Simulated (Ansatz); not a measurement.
Molecule (SMILES): P#N (N-P).
Geometry (B3LYP-D3(BJ)/def2-TZVP, fixed):
```
N
P 1 1.4828
```
Charge 0, spin multiplicity 1.

Basis-set convergence of the dipole moment at CCSD(T) with Ansatz (a program for electronic structure). Dipoles come from the density behind the forces; the sign is taken along the dipole that this method gives in the largest set. The reference of a correlated method is not its basis-set limit, which lies further on. Cartesian d functions, on some or all atoms, in 6-311G**, 6-311+G**; all else is spherical. Cores are frozen. A restricted Hartree-Fock determinant is unstable towards unrestricted orbitals. No added dispersion term, no relativity. Reference: the value in aug-pcseg-3, 2.777 D, itself unsure by roughly 0.014 D (its mean distance from aug-cc-pV(Q+d)Z, def2-QZVPPD). Deviations are taken from unrounded values.

| basis | functions | dipole moment (D) |
|---|---|---|
| def2-SVP | 32 | 2.426 |
| def2-SVPD | 44 | 2.753 |
| pcseg-1 | 32 | 2.642 |
| aug-pcseg-1 | 50 | 2.771 |
| cc-pV(D+d)Z | 37 | 2.441 |
| aug-cc-pV(D+d)Z | 55 | 2.733 |
| 6-311G** | 45 | 2.653 |
| 6-311+G** | 53 | 2.785 |
| pcseg-2 | 64 | 2.797 |
| aug-pcseg-2 | 96 | 2.776 |
| def2-TZVP | 68 | 2.705 |
| def2-TZVPD | 80 | 2.743 |
| cc-pV(T+d)Z | 69 | 2.625 |
| aug-cc-pV(T+d)Z | 101 | 2.755 |
| def2-TZVPP | 73 | 2.700 |
| def2-TZVPPD | 85 | 2.739 |
| cc-pV(Q+d)Z | 119 | 2.725 |
| aug-cc-pV(Q+d)Z | 169 | 2.771 |
| pcseg-3 | 124 | 2.794 |
| aug-pcseg-3 | 174 | 2.777 |
| def2-QZVPP | 127 | 2.751 |
| def2-QZVPPD | 139 | 2.755 |

What the diffuse functions change, pair by pair:
- def2-SVP to def2-SVPD: 12 more functions, deviation -0.351 to -0.023 D
- pcseg-1 to aug-pcseg-1: 18 more functions, deviation -0.135 to -0.006 D
- cc-pV(D+d)Z to aug-cc-pV(D+d)Z: 18 more functions, deviation -0.336 to -0.044 D
- 6-311G** to 6-311+G**: 8 more functions, deviation -0.124 to 0.008 D
- pcseg-2 to aug-pcseg-2: 32 more functions, deviation 0.020 to -0.001 D
- def2-TZVP to def2-TZVPD: 12 more functions, deviation -0.072 to -0.034 D
- cc-pV(T+d)Z to aug-cc-pV(T+d)Z: 32 more functions, deviation -0.152 to -0.022 D
- def2-TZVPP to def2-TZVPPD: 12 more functions, deviation -0.077 to -0.038 D
- cc-pV(Q+d)Z to aug-cc-pV(Q+d)Z: 50 more functions, deviation -0.052 to -0.006 D
- pcseg-3 to aug-pcseg-3: 50 more functions, deviation 0.017 to 0.000 D
- def2-QZVPP to def2-QZVPPD: 12 more functions, deviation -0.026 to -0.022 D

Leaving out the reference's own pair, they bring the value nearer the reference by more than 0.014 D in 9 of 10 pairs.
